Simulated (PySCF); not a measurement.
**1H shifts, computed and measured**

Computed: GIAO KT3/pcSseg-1, gas phase, PySCF SCF with an in-house response code, geometries GFN2-xTB, one conformer, no vibrational averaging, against isolated TMS at the same level. Measured: against TMS, in the medium listed. The two scales can differ by a constant.

```csv
compound (atom-mapped SMILES),atom,computed / ppm,measured / ppm,medium
[CH3:1][CH2:2][CH2:3][CH2:4][O:5][S:6](=[O:7])(=[O:8])[c:9]1[cH:10][cH:11][c:12]([CH3:13])[cH:14][cH:15]1,H on 4,4.52,4.03,not stated per compound (mostly CDCl3 or CCl4)
[CH3:1][CH2:2][O:3][S:4](=[O:5])(=[O:6])[c:7]1[cH:8][cH:9][c:10]([CH3:11])[cH:12][cH:13]1,H on 2,3.58,4.07,not stated per compound (mostly CDCl3 or CCl4)
```

(1) Give computed and measured shifts for these two.

```
                                                                                                 compound (atom-mapped SMILES)       atom
      [CH3:1][c:2]1[cH:3][c:4]([C:5]([CH3:6])([CH3:7])[CH3:8])[c:9]([OH:10])[c:11]([C:12]([CH3:13])([CH3:14])[CH3:15])[cH:16]1  H on 3/16
[CH3:1][O:2][c:3]1[cH:4][c:5]([C:6]([CH3:7])([CH3:8])[CH3:9])[c:10]([OH:11])[c:12]([C:13]([CH3:14])([CH3:15])[CH3:16])[cH:17]1  H on 4/17
```

(2) How well does this level do over the whole set?

Results:

(1) 
```
                                                                                                 compound (atom-mapped SMILES)       atom  computed / ppm  measured / ppm  medium
      [CH3:1][c:2]1[cH:3][c:4]([C:5]([CH3:6])([CH3:7])[CH3:8])[c:9]([OH:10])[c:11]([C:12]([CH3:13])([CH3:14])[CH3:15])[cH:16]1  H on 3/16            6.95            6.92  THF-d8
[CH3:1][O:2][c:3]1[cH:4][c:5]([C:6]([CH3:7])([CH3:8])[CH3:9])[c:10]([OH:11])[c:12]([C:13]([CH3:14])([CH3:15])[CH3:16])[cH:17]1  H on 4/17            6.52            6.68  THF-d8
```

(2) Computed less measured averages -0.03 ppm, and the scatter about that mean is 0.35 ppm (rms) over 4 compounds.

Measured values: Fulmer et al., Organometallics 2010, 29, 2176; Pretsch, Buehlmann, Badertscher, Structure Determination of Organic Compounds, 4th ed..
